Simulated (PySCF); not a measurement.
An unknown shows these calculated signals:

1H NMR (600 MHz, computed): δ 6.80 (m, 1H), 5.01 (s, 2H), 4.04 (s, 2H).

13C{1H} NMR (computed): δ 147.6 (C), 144.4 (CH), 119.2 (C), 57.5 (CH2), 49.2 (CH2).

[PySCF 2.14: σ from GIAO-PBE0/pcSseg-1; structure optimised with GFN2-xTB; one conformer; relativity neglected; rapidly exchanging positions averaged; in vacuum]

Shifts are taken against calculated references (same method and geometry level): 1H (31.72 ppm) and 13C (186.93 ppm) against TMS.

Problem. Which of these does the molecule contain: a non-aromatic C=C double bond, a nitrile, a (CH3)2CH unit, an aldehyde, an amide?

Solution. 
- A non-aromatic C=C double bond: yes.
- A nitrile: yes (δC 119.2).
- A (CH3)2CH unit: no.
- An aldehyde: no.
- An amide: no.

The data belong to `N#CCO/C(=C\F)CCl`, C₅H₅ClFNO; they needn't prove each group on their own.

Carbon signals by region: 3 in the sp2 and nitrile region (100–160 ppm), 1 at 50–100 ppm, 1 below 50 ppm.

Carbons that carry Cl, above all several Cl atoms, come out too deshielded, partly because spin–orbit coupling is missing. Splittings by 19F in the carbon and heteronuclear signals aren't shown, as no couplings were computed. Shifts are as computed. Against solution values, carbons near 30 ppm lie about +3 ppm off and those near 130 ppm about +5 ppm; carbons on Cl a further +6 ppm. Of 1211 compounds with measured shifts, 218 miss one by over three times the rms of a fit or turn the order of signals round; such compounds aren't used in these exercises. Multiplicities follow the n + 1 count of equivalent neighbours, as no J values were calculated; m marks all less simple cases, F and P coupling included.
